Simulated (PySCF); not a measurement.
**BSb⁺ from Hartree–Fock to correlated methods**

State: ⁴Σ⁻ (quartet), unpaired electrons σ ↑, π ↑↑. Set-up: B cc-pVDZ, Sb cc-pVDZ-PP with ECP28; scalar-relativistic core potentials (PySCF 2.14). De refers to B⁺ + Sb in their high-spin ground configurations, without counterpoise correction. The functionals are run spin-unrestricted. A positive dipole points towards Sb; it is taken about the centre of mass and depends on that origin.

```csv
Level,Re (Å),ωe (cm⁻¹),De (eV),μ (D),"CPU s a point (SCF and correlation, without the integrals)"
UHF,2.260,353,1.64,-3.55,0.048
UHF-MP2,2.188,523,2.03,n/a,0.078
UHF-SCS-MP2,2.229,454,1.82,n/a,n/a
UHF-CCSD,2.263,423,1.80,n/a,n/a
UHF-CCSD(T),2.254,451,1.94,n/a,1.7
PBE,2.209,520,3.29,-1.89,0.37
PBEsol,2.195,537,3.37,-1.92,0.27
r²SCAN,2.189,544,3.15,-2.18,0.55
TPSSh,2.200,525,3.05,-2.07,0.57
PBE0,2.188,530,2.94,-2.12,0.55
BHandHLYP,2.202,494,2.57,-2.45,0.3
CAM-B3LYP,2.187,518,2.77,-2.23,0.58
```

The bond length runs from 2.187 Å (CAM-B3LYP) to 2.263 Å (UHF-CCSD). De spans 1.64 eV (UHF, mean field) to 3.37 eV (PBEsol, GGA). Correlation at CCSD(T) changes the Hartree–Fock bond energy by +0.30 eV; the triples alone change it by +0.14 eV.

Correlated steps freeze 5 core orbitals. Correlated levels converge slowly with the basis: in double zeta they bind strong bonds too weakly, by up to about 1 eV, and carry superposition errors of some tenths. These are scalar-relativistic numbers at best; spin–orbit coupling would shift them, the dissociation energy most. For an ion De counts to the pair picked by the measured ionisation energies or electron affinities, which need not be the lowest pair at this level. The state was picked by a PBE0 search and need not be the measured ground state.

The whole job (state search and all levels along the bond) took about 1.4 min on 1 thread of Arm Neoverse V2 (shared host), peak memory 0.44 GiB.
